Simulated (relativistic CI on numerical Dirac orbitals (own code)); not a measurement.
Nd⁴⁺: 4p photoemission

Computed with this model: Dirac-Coulomb-Breit CI, orbitals from a KLI potential per configuration, model QED (radiative potential, 1s self-energy scaled to tabulated hydrogen-like ionisation energies), valence Slater integrals scaled by 0.9, multiplet model of photoemission in the sudden approximation; configurations [Xe] 4f2 → [Ar] 3d10 4s2 4p5 4d10 4f2 5s2 5p6; 80 K; Lorentzian 2.5 eV and Gaussian 0.7 eV FWHM. Energies are those of the free ion, without screening or charge transfer. The energies are binding energies and can lie tens of eV above those of solids. S is read from ⟨S²⟩ = S(S + 1).

free ion: ground-state S = 0.98, centroid 304.11 eV. Peaks (eV, height): 293.0 (55), 295.8 (100), 318.6 (51), 323.8 (35).

Strongest unbroadened transitions for free ion:

```csv
Energy (eV),Relative strength
292.45,49.0
293.06,26.3
293.67,3.6
294.84,7.0
295.73,100.0
296.20,45.7
296.35,16.8
297.14,4.9
297.70,8.0
298.07,22.2
298.35,4.1
299.85,8.0
300.23,16.0
300.95,8.8
318.64,88.2
319.41,3.9
323.04,24.8
324.03,41.3
```
